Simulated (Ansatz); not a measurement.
System: SiH$_{2}$F$_{2}$, charge 0, singlet. SiH2F2 (difluorosilane, SMILES F[SiH2]F).
B3LYP-D3(BJ)/def2-TZVP minimum from Ansatz (a program for electronic structure):
```
Si
F 1 1.5916
F 1 1.5916 2 107.98
H 1 1.4696 2 108.50 3 -117.41
H 1 1.4696 4 114.67 2 121.46
```
Charge 0, spin multiplicity 1.

Hartree-Fock and MP2 correlation energies in hartree (Ansatz). Radicals and triplets start from unrestricted determinants; spin-orbit coupling is neglected. Cores are frozen in correlated methods. No relativity.

| basis | X | E(HF) | E(corr, MP2) |
|---|---|---|---|
| cc-pV(T+d)Z | 3 | -489.20547 | -0.62712 |
| cc-pV(Q+d)Z | 4 | -489.22975 | -0.68465 |
| cc-pV(5+d)Z | 5 | -489.23505 | withheld |

Task: Fit E(corr) = E∞ + A/X³ to X = 3 and 4, predict X = 5, and compare with the run.

Result: A = (-0.62712 - (-0.68465))/(1/27 - 1/64) = 2.6868; E∞ = -0.68465 - A/64 = -0.72663; at X = 5, E∞ + A/125 = -0.70514. The run gave -0.70895, 3.81 mEh below the prediction. The same form on X = 4 and 5 gives E∞ = -0.73445, 7.81 mEh below the first estimate.
